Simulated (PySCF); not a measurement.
Species: B3H7N2.
InChI=1S/B3H7N2/c1-5(2)3-4/h3H,1-2,4H2

Torsions of this conformer, `[BH2:1][N:2]([BH2:3])[BH:4][NH2:5]`: B1–N2–B4–N5 -36°, H–N5–B4–N2 2°, H–N5–B4–N2 180°.

The closed-shell ground state was solved at several levels (PySCF, density fitting, gas phase, non-relativistic). Geometry: GFN2-xTB; no solvent, vibrations or thermal averaging.

```json
{"level": "CAM-B3LYP/def2-SVPD", "basis functions": "156", "total energy (Eh)": "-188.1428", "HOMO (eV)": "-9.82", "LUMO (eV)": "-0.18", "gap (eV)": "9.64", "dipole (D)": "2.24"}
{"level": "B3LYP/pcJ-1", "basis functions": "205", "total energy (Eh)": "-188.4057", "HOMO (eV)": "-8.10", "LUMO (eV)": "-1.44", "gap (eV)": "6.66", "dipole (D)": "2.44"}
```

Problem. What might PBE0/pcSseg-1 (120 basis functions) give for the same quantities?

Solution. Total energy -188.1054 Eh, HOMO -8.37 eV, LUMO -1.23 eV, gap 7.14 eV, dipole 2.40 D.

Problem. Over all these levels, which gives the widest orbital gap and which the narrowest?

Solution. CAM-B3LYP/def2-SVPD (range-separated hybrid) has the widest, 9.64 eV, and B3LYP/pcJ-1 (global hybrid, 20 % exact exchange) the narrowest, 6.66 eV. Functional and basis both differ between the two, so the spread mixes both effects.

Problem. How far do the dipole and the HOMO energy spread over the levels?

Solution. The dipole runs from 2.24 to 2.44 D (mean 2.36 D) and the HOMO from -9.82 to -8.10 eV.
